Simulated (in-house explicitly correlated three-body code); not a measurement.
Computed with an exponentially correlated three-body code. Model: two electrons around a point charge, non-relativistic, variational in 260 exponentially correlated functions (energies converged to about 1e-7 hartree, or 1e-8 relative for large Z).

Command:
```bash
python run_hyl.py task.json out
```
Settings (lengths in bohr, energies in hartree):
```
Z                      5
nuclear_mass           50
interaction_strength   1
functions              260
states_tried           13
```

Run time, properties included: 22 s on 1 thread of Intel(R) Xeon(R) 6975P-C (Granite Rapids) (shared host).

**Those bound S and P states to n = 4 that converged, binding against the one-electron ion.**

Given: nuclear charge 5; mass of the centre 50 electron masses.

Computed: one-electron threshold -12.254902 hartree.

| term | energy (hartree) | binding (eV) |
| --- | --- | --- |
| 1 1S | -21.5899142 | 254.02 |
| 2 3S | -14.4444854 | 59.582 |
| 2 3P | -14.312715 | 55.996 |
| 2 1S | -14.2925661 | 55.448 |
| 2 1P | ? | ? |
| 3 3S | ? | ? |
| 3 3P | -13.1533083 | 24.447 |
| 3 1S | -13.1490807 | 24.332 |
| 3 1P | -13.1146572 | 23.395 |
| 4 3S | -12.7709645 | 14.043 |
| 4 1S | -12.7547059 | 13.6 |

(1) What belongs in the row 2 1P?

(2) What belongs in the row 3 3S?

**Converged states only, values per electron or pair.**

```tsv
term	mean r (bohr)	mean r squared (bohr²)	mean inverse r (1/bohr)	mean r12 (bohr)	mean inverse r12 (1/bohr)	mean cosine	mean p1 dot p2 (bohr⁻²)	delta r1 (bohr⁻³)	delta r12 (bohr⁻³)
1 1S	0.33115	0.14781	4.5948	0.49033	2.7684	-0.018914	0.37658	32.745	3.1435
2 3S	0.84384	1.1739	2.9714	1.429	0.82529	-0.0046062	0.013878	20.347	-
2 3P	0.75545	0.93697	2.959	1.2704	0.96465	-0.064306	-1.3179	18.492	-
2 1S	0.89039	1.3305	2.9503	1.51	0.91835	-0.0095379	-0.033587	20.177	0.48168
2 1P	?	?	?	?	?	?	?	?	?
3 3S	?	?	?	?	?	?	?	?	-
3 3P	1.6966	5.5546	2.6736	3.1109	0.42934	-0.015117	-0.32476	18.688	-
3 1S	1.8307	6.4581	2.6717	3.372	0.41919	-0.0024688	-0.019944	19.161	0.14141
3 1P	1.7689	6.079	2.6664	3.2463	0.43427	0.0095954	0.26634	18.759	0.03309
4 3S	3.0622	19.101	2.5771	5.8291	0.2286	-0.00021383	-0.0090266	18.932	-
4 1S	3.1542	20.332	2.5748	6.0118	0.23838	-0.00082031	-0.012971	18.92	0.059217
```

(3) What belongs in the row 2 1P?

(4) What belongs in the row 3 3S?

Results:

(1) energy (hartree): -14.1722337; binding (eV): 52.173.

(2) energy (hartree): -13.1893046; binding (eV): 25.426.

(3) mean r (bohr): 0.8075; mean r squared (bohr²): 1.0883; mean inverse r (1/bohr): 2.9312; mean r12 (bohr): 1.3361; mean inverse r12 (1/bohr): 0.96794; mean cosine: 0.033871; mean p1 dot p2 (bohr⁻²): 1.0108; delta r1 (bohr⁻³): 18.818; delta r12 (bohr⁻³): 0.097512.

(4) mean r (bohr): 1.7618; mean r squared (bohr²): 5.939; mean inverse r (1/bohr): 2.6773; mean r12 (bohr): 3.2373; mean inverse r12 (1/bohr): 0.39471; mean cosine: -0.0010401; mean p1 dot p2 (bohr⁻²): -0.0093781; delta r1 (bohr⁻³): 19.197.
